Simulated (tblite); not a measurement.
C5H9NO2Si.
Structure used (GFN2-xTB), in Å, numbered top down from 1:
```xyz
18
C5H9NO2Si angstrom
C     -3.628    0.009    0.355
O     -2.619   -0.599   -0.420
C     -1.322   -0.223   -0.137
C     -1.082    0.689    0.910
N     -0.928    1.435    1.770
C     -0.339   -0.760   -0.887
O      0.967   -0.558   -0.800
Si     1.997    0.317    0.137
C      3.663   -0.167   -0.614
H     -4.566   -0.408   -0.007
H     -3.637    1.096    0.225
H     -3.514   -0.220    1.419
H     -0.624   -1.453   -1.672
H      1.714    1.743   -0.020
H      1.875   -0.102    1.532
H      4.468    0.350   -0.104
H      3.720    0.091   -1.668
H      3.848   -1.234   -0.527
```

Calculated harmonic vibrations of the isolated species, GFN2-xTB (tblite), most abundant isotopes, no scaling. Errors from tens to a few hundred cm⁻¹ against measured bands are possible. Modes of hydrogen on silicon can be 10 to 20 % off. One conformer, not necessarily the lowest.

Harmonic wavenumbers (cm⁻¹): 40.5, 54.0, 66.7, 92.7, 116.4, 138.4, 178.2, 187.4, 210.2, 271.7, 307.1, 383.8, 485.7, 492.6, 572.1, 611.0, 651.7, 691.7, 720.0, 773.1, 793.9, 797.2, 825.2, 829.6, 852.6, 1041.7, 1126.4, 1152.5, 1189.8, 1252.5, 1340.3, 1374.8, 1408.6, 1465.2, 1478.0, 1480.1, 1485.8, 1640.9, 2257.4, 2279.6, 2347.5, 2937.3, 2954.1, 3031.6, 3036.1, 3038.0, 3039.7, 3061.0.

A = 3374, B = 702.9, C = 590.0 MHz; mass 143.040 u (most abundant isotopes); point group Cs, symmetry number 1.

Problem. What is the zero-point energy?

Solution. ½Σν̃ = 28281 cm⁻¹ = 80.86 kcal/mol.

Problem. Entropy at 298.15 K, 1 bar (ideal gas, RRHO, classical rotation)?

Solution. Translation 40.81, rotation 29.82, vibration 39.21: S = 109.8 cal/(mol K).

Problem. And Cp and H(298.15 K) − H(0)?

Solution. Cp = 43.07 cal/(mol K), of which vibrations give 35.12 (their classical limit is 48 R = 95.4); H(298.15 K) − H(0) = 8.19 kcal/mol without the zero-point energy, 5.82 from vibrations.

Problem. What must be added to the electronic energy to get the Gibbs energy at 298.15 K and 1 bar?

Solution. ZPE + [H(298.15 K) − H(0)] − T·S = 80.86 + 8.19 − 32.75 = 56.30 kcal/mol.

Problem. How do the functions run with temperature in this model?

Solution. 
```tsv
T (K)	S (cal/(mol K))	Cp (cal/(mol K))	H − H(0) (kcal/mol)	G − H(0) (kcal/mol)	ln q(vib)
150	85.8	28.5	2.87	-9.99	4.74
250	102.7	38.5	6.22	-19.45	8.30
400	123.8	51.8	13.03	-36.47	13.17
600	147.4	64.8	24.77	-63.66	19.05
900	176.3	77.5	46.27	-112.37	26.87
```

q(vib) and H(0) count from the zero-point level.

Problem. Which modes carry the vibrational entropy at 298.15 K?

Solution. 40.5 cm⁻¹: 5.23; 54.0 cm⁻¹: 4.67; 66.7 cm⁻¹: 4.25; 92.7 cm⁻¹: 3.60; 116.4 cm⁻¹: 3.16; 138.4 cm⁻¹: 2.83 cal/(mol K); the other 42 give 15.48 together.

Hindered rotation and anharmonicity are outside this model. Other conformers, if any are populated, would add a mixing term that is left out.
